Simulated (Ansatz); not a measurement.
CH5InO (SMILES [CH3][InH][OH]), singlet, geometry from GFN2-xTB (such geometries of metal compounds can be far from the true shape) (all electrons, no relativity); SC-NEVPT2/STO-3G, CASSCF(4,3) in Ansatz (a first-principles code).

The Ansatz input:
Ansatz 0.2 input:
```yaml
crystal:
  periodic: [false, false, false]
  atoms:
    - {symbol: In, position_ang: [-0.21006798, -0.16409544, -0.13381924]}
    - {symbol: H, position_ang: [-1.37506456, -1.27927478, -0.77497473]}
    - {symbol: C, position_ang: [0.40680039, 1.91198768, -0.53476053]}
    - {symbol: H, position_ang: [0.85759907, 1.99575608, -1.51997236]}
    - {symbol: H, position_ang: [1.14340852, 2.10635645, 0.24104110]}
    - {symbol: H, position_ang: [-0.43212946, 2.59731703, -0.45135830]}
    - {symbol: O, position_ang: [0.86269093, -0.88438595, 1.32739882]}
    - {symbol: H, position_ang: [0.75718746, -1.77631688, 1.65177942]}
basis:
  gaussian:
    orbitals: STO-3G
magnetization: {spin_polarized: false}
correlation: {method: sc_nevpt2, electrons: all, active_space: {window: {electrons: 4, orbitals: 3}}}
```

It wrote (shortened):

```
Functional definition: HF
576 factors; integrals over basis functions are off by at most 9.4e-5 eV
mean field evaluation 1: about -157742.7612 eV, gradient 2.4e1 eV
mean field evaluation 2: about -157742.8198 eV, gradient 2.4e1 eV
mean field evaluation 4: about -157745.1761 eV, gradient 1.6e0 eV
mean field evaluation 8: about -157745.1885 eV, gradient 8.9e-4 eV
mean field -157745.18846241 eV, -5797.0287524646 hartree, gradient 4.5e-6 eV, S^2 0.000000; 0 other end points of the search recorded, 0 dependent functions left out
reference -157745.18846241 eV, -5797.0287524646 hartree; 34, 34 occupied and 8, 8 virtual orbitals, 576 factors
state -157745.75314875 eV, -5797.0495043048 hartree
state -157745.75314875 eV, -5797.0495043048 hartree; corrected -157748.73867181 eV, -5797.1592202535 hartree
state -157745.50828379 eV, -5797.0405056836 hartree
state -157745.50828379 eV, -5797.0405056836 hartree; corrected -157748.58138324 eV, -5797.1534400051 hartree
state -157745.75314875 eV, -5797.0495043048 hartree; corrected -157748.73867181 eV, -5797.1592202535 hartree
state -157745.56332924 eV, -5797.0425285664 hartree
state -157745.56332924 eV, -5797.0425285664 hartree; corrected -157748.60346570 eV, -5797.1542515207 hartree
state -157745.75314875 eV, -5797.0495043048 hartree; corrected -157748.73867181 eV, -5797.1592202535 hartree
2 active orbitals were swapped for others, from the solution at -157745.50825714 eV, -5797.0405047040 hartree to that at -157745.56323675 eV, -5797.0425251673 hartree; typed "places" are swapped only where nearly empty or full, and so, without "given_window_search", are "orbital_numbers", "shells" and a window whose orbitals a file names under [Active]
2 active orbitals were swapped for others, from the solution at -157745.56323675 eV, -5797.0425251673 hartree to that at -157745.75313320 eV, -5797.0495037334 hartree; typed "places" are swapped only where nearly empty or full, and so, without "given_window_search", are "orbital_numbers", "shells" and a window whose orbitals a file names under [Active]
Total energy: -157748.73867181 eV, -5797.1592202535 hartree
```
